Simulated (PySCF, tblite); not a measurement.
Isomers of C7H4ClOP, one GFN2-xTB conformer each. Single-point energies are computed at PBE0/pcSseg-1 (PySCF, gas phase, no added dispersion term), electronic only.

Question: Rank them by PBE0/pcSseg-1 energy, lowest first (kJ/mol).
A. `[O:1]=[C:2]=[P:3][c:4]1[cH:5][cH:6][c:7]([Cl:8])[cH:9][cH:10]1` with C2–P3–C4–C5 180°
B. `ClC1=PC2=CC=CC=C2O1`

Answer: B (0.0), A (42.5).

As drawn, the higher has a C=O bond and cumulated double bonds, which the lower lacks. GFN2-xTB itself gives, in the same order: 0.0, 120.4. Both levels put the same isomer lowest.

Question: Which frontier levels, dipoles and rotational constants go with these structures?

Answer: 
| SMILES | HOMO (eV, PBE0/pcSseg-1) | LUMO (eV) | dipole (D) | A, B, C (MHz) |
| --- | --- | --- | --- | --- |
| Clc1oc2ccccc2p1 | -6.66 | -1.59 | 1.98 | 2706, 662.6, 532.2 |
| O=C=Pc1ccc(Cl)cc1 | -6.49 | -2.33 | 0.49 | 3080, 447.4, 390.7 |

Question: What happens when harmonic zero-point energies from GFN2-xTB frequencies are added?

Answer: 
| SMILES | ZPE (kJ/mol) | electronic (kJ/mol) | with ZPE (kJ/mol) |
| --- | --- | --- | --- |
| Clc1oc2ccccc2p1 | 234.3 | 0.0 | 0.0 |
| O=C=Pc1ccc(Cl)cc1 | 228.0 | 42.5 | 36.2 |

The zero-point energies span 6.3 kJ/mol. The order is unchanged.
